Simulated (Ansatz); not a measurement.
The same ligand exchange along the group Ti, Zr, Hf.

Program: Ansatz. Geometries: PBE0-D4/def2-TZVP. ΔE: electronic, gas phase. CCSD(T)/CBS is the MP2 limit (def2-TZVPP, def2-QZVPP) plus CCSD(T) − MP2 in def2-TZVPP, frozen cores. This one scheme is used for every species. def2 core potentials past Kr. For Hf, Ti, Zr outer-core shells are correlated without core-valence functions, which leaves a few kJ/mol of doubt a bond. Scalar relativity is left out up to krypton.

```csv
reaction,CCSD/CBS(def2) (eV),CCSD(T)/CBS(def2) (eV)
`[CH3][Ti]12345678([Cl])([C@H]9[C@@H]1[C@@H]2[C@@H]3[C@H]94)[C@H]1[C@@H]5[C@@H]6[C@@H]7[C@H]18` + H–F → `[F][Ti]12345678([Cl])([C@H]9[C@@H]1[C@@H]2[C@@H]3[C@H]94)[C@H]1[C@@H]5[C@@H]6[C@@H]7[C@H]18` + CH₄,-1.70,-1.70
`[CH3][Zr]12345678([Cl])([C@H]9[C@@H]1[C@@H]2[C@@H]3[C@H]94)[C@H]1[C@@H]5[C@@H]6[C@@H]7[C@H]18` + H–F → `[F][Zr]12345678([Cl])([C@H]9[C@@H]1[C@@H]2[C@@H]3[C@H]94)[C@H]1[C@@H]5[C@@H]6[C@@H]7[C@H]18` + CH₄,-2.08,-2.03
`[CH3][Hf]12345678([Cl])([C@H]9[C@@H]1[C@@H]2[C@@H]3[C@H]94)[C@H]1[C@@H]5[C@@H]6[C@@H]7[C@H]18` + H–F → `[F][Hf]12345678([Cl])([C@H]9[C@@H]1[C@@H]2[C@@H]3[C@H]94)[C@H]1[C@@H]5[C@@H]6[C@@H]7[C@H]18` + CH₄,-2.13,-2.08
```

Largest T1 diagnostic: 0.018, for `[F][Ti]12345678([Cl])([C@H]9[C@@H]1[C@@H]2[C@@H]3[C@H]94)[C@H]1[C@@H]5[C@@H]6[C@@H]7[C@H]18`.
